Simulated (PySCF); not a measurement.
Stepwise substitution at one centre (Al CH3-SiH3). Isolated molecules, 0 K electronic values unless said otherwise. Strings in code marks are SMILES.

The LUMO from two functionals at the same geometries (r2SCAN-D4/def2-TZVP), both in PySCF: PBE-D3(BJ)/def2-TZVP and r2SCAN-D4/def2-TZVP. 

| species | PBE-D3(BJ)/def2-TZVP (eV) | r2SCAN-D4/def2-TZVP (eV) |
|---|---|---|
| 0 of 3 CH3 replaced by SiH3 (`[Al]([CH3])([CH3])[CH3]`) | -1.13 | -0.77 |
| 1 of 3 CH3 replaced by SiH3 | -2.11 | -1.87 |
| 2 of 3 CH3 replaced by SiH3 | -2.84 | -2.65 |
| 3 of 3 CH3 replaced by SiH3 | -3.37 | -3.22 |

Over these rows, drawn at random from the members with no instability flagged (it was tested for open shells, ions and some series alone), PBE minus r2SCAN-D4: mean -0.23 eV, from -0.36 eV to -0.15 eV.
